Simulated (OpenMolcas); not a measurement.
**neutral titanium: effect of the active space**

```json
{
 "Program": "OpenMolcas 26.06",
 "Method": "MS-CASPT2, IPEA 0.25 Eh, imaginary shift 0.1 Eh",
 "Basis": "ANO-RCC-VQZP",
 "Scalar Hamiltonian": "DKH2, point nucleus",
 "Spin-orbit coupling": "RASSI with atomic mean-field integrals over the reference wave functions, term energies averaged over their components"
}
```

A. 4 electrons in 6 orbitals (3d 4s); 2S+1 = 3 even, 55 roots; 2S+1 = 5 even, 10 roots kept (CI in the orbitals of an earlier block); 2S+1 = 1 even, 49 roots kept (CI in the orbitals of an earlier block); closed shells correlated: 3s 3p; CASPT2 step about 120 core-seconds
B. 4 electrons in 11 orbitals (3d 4s 4d); 2S+1 = 3 even, 48 roots; 2S+1 = 5 even, 10 roots kept (CI in the orbitals of an earlier block); 2S+1 = 1 even, 42 roots kept (CI in the orbitals of an earlier block, 23 in the spin-orbit step); closed shells correlated: 3s 3p; CASPT2 step about 19 core-minutes

Energies in cm-1 above 3d2 4s2 3F2, the measured ground level; measured values from NIST Handbook of Basic Atomic Spectroscopic Data.

| Level | A | B | Measured |
| --- | --- | --- | --- |
| 3d2 4s2 3F2 | 0.0 | 0.0 | 0.0 |
| 3d2 4s2 3F3 | 150 | 191 | 170 |
| 3d2 4s2 3F4 | 335 | 437 | 387 |
| 3d2 4s2 3P0 [65 %] | 1358 | 6270 | 8437 |
| 3d2 4s2 3P1 [65 %] | 1405 | 6330 | 8492 |
| 3d2 4s2 1G4 [59 %] | 2740 | 9740 |  |
| 3d3 4s 5F1 | 5300 | 4030 | 6557 |
| 3d3 4s 5F2 | 5350 | 4080 | 6599 |
| 3d3 4s 5F3 | 5420 | 4150 | 6661 |
| 3d3 4s 5F4 | 5510 | 4240 | 6743 |
| 3d3 4s 5F5 | 5630 | 4360 | 6843 |
| 3d3 4s 3G3 | 13240 | 12630 |  |
| 3d3 4s 3G4 | 13290 | 12680 |  |
| 3d3 4s 3G5 | 13360 | 12750 |  |
| 3d3 4s 5P1 | 13500 | 11760 |  |
| 3d3 4s 5P2 | 13550 | 11810 |  |
| 3d3 4s 5P3 | 13620 | 11890 |  |
| 3d3 4s 3D1 | 15880 | 15420 |  |
| 3d3 4s 3D2 | 15940 | 15500 |  |
| 3d3 4s 3D3 | 16050 | 15520 |  |
| 3d3 4s 3H4 | 16930 | 15890 |  |
| 3d3 4s 3H5 | 16980 | 15960 |  |
| 3d3 4s 3H6 | 17040 | 16020 |  |
| 3d3 4s 1G4 [59 %] | 18350 | 16530 |  |

Deviations, from unrounded energies. A percentage is the sum of absolute deviations over the sum of measured energies, with the sign that they share, or ± where signs differ.

```csv
Against measurement,Levels,A,B
mean absolute deviation (cm-1),9,2300,1900
fine structure of the ground term (%),2,-12.9,+12.7
other terms of the ground configuration (%),2,-83.7,-25.6
other configurations (%),5,-18.6,-37.6
```

B lies closest to measurement on these levels. The largest miss of B in the table is 3d3 4s 5F1, by -2500 cm-1. The ranking rests on the paired levels alone, and a cruder setting can come out closer through cancelling errors.

The two smallest mean deviations differ by little beside CASPT2's spread within terms, so their order carries little weight.

Between A and B the level of the table that moves most is 3d2 4s2 1G4 [59 %], by 7000 cm-1 (lowest in A, highest in B). Moves below CASPT2's spread within the term are not significant.

CASPT2 does not keep the components of a term degenerate, so their means are used; among the terms shown or strongly mixed into the levels shown the widest spread is 2800 cm-1 (3d2 4s2 3F, A). Over all roots computed the reference weight is 0.81 to 0.92 in A; the roots of lowest weight are the least certain, and an intruder state may touch them. Terms from blocks run as CI alone lack orbitals of their own. Some terms miss by over 15 % even with CASPT2, which points to a basis or an active space too small for the shells correlated. The CASPT2 spread within a term exceeds the gap to the next term for 3d2 4s2 3F and 3d2 4s2 3P, 3d2 4s2 3P and 3d2 4s2 1G, 3d3 4s 3G and 3d3 4s 5P and others, so the order of their levels is uncertain, and so are names and mixing where such terms share a J (figures for A; the like holds for B). Configurations are named by rounded mean occupations; where the s occupation lies near a half they are strongly mixed, a name can repeat and a true partner stay unpaired (holds for A). A single d shell beside an s shell can misplace configurations of different d count against each other (holds for A). Some high roots are left out of the spin-orbit mixing, which shifts the levels that they would mix with (holds for B). Active for correlation alone: 4d; no level in the range computed is led by a configuration that fills it, so any true level of that kind is missing (holds for B). Measured partners are found by configuration, term and J. A level has none where our copy of the source lacks it or the pairing is in doubt (some pairs that miss far off the trend of their configuration count as doubtful), and it then counts in no deviation. Levels of configurations outside the active space are missing. The table leaves out levels that lie high or whose names do not pair safely across all columns.

A share in square brackets marks a mixed level and gives the weight of the term that names it, the lowest over the columns.
